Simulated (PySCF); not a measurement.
## Core binding energy against partial charge

C5H10OSi.
Bonds: C1–C2 (double), C2–C3, C3–Si4, Si4–O5, O5–C6, C6–C7 (double). Hydrogens: H8, H9 on C1; H10 on C2; H11, H12 on C3; H13, H14 on Si4; H15 on C6; H16, H17 on C7.

Binding energies: PySCF, delta-SCF UKS SCAN, pcX-2 on the ionised atom, pcseg-1 elsewhere, spin-free X2C. Charges: PBE0/pcSseg-1 ground-state density, for the ionised atom.

| atom | environment | C 1s (eV) | Mulliken (e) | IAO (e) | Hirshfeld (e) | ESP (e) |
| --- | --- | --- | --- | --- | --- | --- |
| C7 | terminal =CH2 carbon | 289.81 | -0.245 | -0.383 | -0.145 | -0.607 |
| C1 | terminal =CH2 carbon | 290.01 | -0.174 | -0.327 | -0.111 | -0.557 |
| C3 | sp3 carbon bound to silicon | 290.51 | -0.497 | -0.556 | -0.154 | -0.429 |
| C2 | alkene CH carbon | 290.65 | -0.248 | -0.124 | -0.037 | +0.032 |
| C6 | vinylic carbon bearing oxygen | 292.12 | +0.092 | +0.069 | +0.025 | +0.088 |

Task: Give the correlation coefficient and slope of binding energy on charge for each scheme.

Result: Hirshfeld: r = 0.86, slope 10.1 eV per e; ESP: r = 0.84, slope 2.3 eV per e; IAO: r = 0.76, slope 2.9 eV per e; Mulliken: r = 0.64, slope 2.8 eV per e. On 5 points no scheme stands out.

Task: The point-charge model writes a binding energy as kq + V + constant, with V the potential of the other atoms' charges at the site. What does it give with the Hirshfeld charges?

Result: V = Σ 14.40 eV Å × q/r over all other atoms: +1.35 eV at C7, +1.11 eV at C1, +2.41 eV at C3, -0.15 eV at C2, -1.27 eV at C6. Fitting binding energy − V to q gives k = 28.3 eV per e and leaves an rms residual of 0.32 eV, against 0.42 eV for the fit on q alone. The model has no term for differences in relaxation between sites.

Spin contamination (⟨S²⟩ against 0.75 for a pure doublet) is marked for C 1s of C6 (0.85), which makes this value less certain. The structure is a single PBE0-D3(BJ)/def2-SVP conformer in the gas phase; no vibrational or solvent corrections.

Conformer computed: `[CH2:1]=[CH:2][CH2:3][SiH2:4][O:5][CH:6]=[CH2:7]`: C1–C2–C3–Si4 110°, C2–C3–Si4–O5 58°, C3–Si4–O5–C6 -154°, Si4–O5–C6–C7 -163°.
